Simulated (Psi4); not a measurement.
C₆H₁₂O (SMILES CC(=O)CC(C)C), singlet, geometry from GFN2-xTB. Base run: HF/6-31G in Psi4.

Here is a job for Psi4.
```
memory 2 GB

molecule mol {
0 1
C    -2.113925   -1.456669    0.269347
C    -1.125030   -0.300832    0.390015
C    -1.705211    0.969445   -0.226354
C     0.201297   -0.658378   -0.287527
C     1.322639    0.299411    0.056256
C     2.450170    0.314380   -0.947842
O     1.328456    0.982740    1.047690
H    -1.722123   -2.354277    0.743026
H    -3.055297   -1.201083    0.749617
H    -2.313941   -1.678770   -0.777421
H    -0.921202   -0.111472    1.448519
H    -1.911510    0.821399   -1.285317
H    -2.634170    1.241470    0.268818
H    -1.006954    1.795644   -0.118525
H     0.077780   -0.707540   -1.371116
H     0.528940   -1.646690    0.050451
H     3.314985    0.828619   -0.537256
H     2.116685    0.844812   -1.838424
H     2.719522   -0.698173   -1.237268
}

set {
  basis 6-31g
  reference rhf
}

energy('scf')
print_variables()
```

The base run was repeated with changes; each row names its change, and settings that it needs were set with it.

| change | ΔE vs base (µEh) | SCF cycles | basis functions |
|---|---|---|---|
| base | 0.0 | 9 | 87 |
| d_convergence = 1e-8 | 0.0 | 13 | 87 |
| guess = core | 0.0 | 15 | 87 |
| e_convergence = 1e-10 | 0.0 | 12 | 87 |
| scf_type = out_of_core | -252 | 9 | 87 |
| scf_type = dfdirj+cosx | -295 | 10 | 87 |
| e_convergence = 1e-8 | 0.0 | 10 | 87 |
| scf_type = cd | 828 | 9 | 87 |
| scf_type = mem_df | 0.0 | 9 | 87 |
| scf_type = direct | -252 | 11 | 87 |
| guess = sapgau | 0.0 | 9 | 87 |
| e_convergence = 1e-4 | 0.0 | 9 | 87 |
| guess = gwh | 0.0 | 10 | 87 |
